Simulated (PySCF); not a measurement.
## How methods differ on the ionisation energy of O+

O+ [He] 2s2 2p3 (4S) → O(2+) [He] 2s2 2p2 (3P), as a difference of total energies. All numbers are calculated (PySCF 2.14, the non-relativistic Hamiltonian (point nucleus), in aug-cc-pVQZ with one added diffuse shell each of s, p, d, f, g type (7s6p5d4f3g, 105 functions)). Correlated levels: valence: 1s2 frozen. The calculations carry no spin-orbit coupling.

| method | ionisation energy (eV) | plus first-order spin-orbit estimate | error of that sum (eV) |
| --- | --- | --- | --- |
| UHF | 34.575 | 34.548 | -0.573 |
| LDA | 35.587 | 35.560 | +0.439 |
| PBE | 35.276 | 35.249 | +0.128 |
| PBE0 | 35.310 | 35.283 | +0.162 |
| r2SCAN | 35.479 | 35.452 | +0.331 |
| BHandHLYP | 35.128 | 35.101 | -0.020 |
| r2SCAN0 | 35.450 | 35.423 | +0.302 |
| revPBE | 35.200 | 35.173 | +0.052 |
| PBEsol | 35.284 | 35.257 | +0.136 |
| MP2 (valence) | 35.251 | 35.224 | +0.103 |
| SCS-MP2 (valence) | 34.983 | 34.956 | -0.165 |

Reference: 35.121 eV (measured; NIST Atomic Spectra Database, ionization energies).

A first-order spin-orbit estimate (lowest level to lowest level, LS coupling) adds -0.027 eV.

Errors of the correlated levels include the incompleteness of this basis and the frozen core.
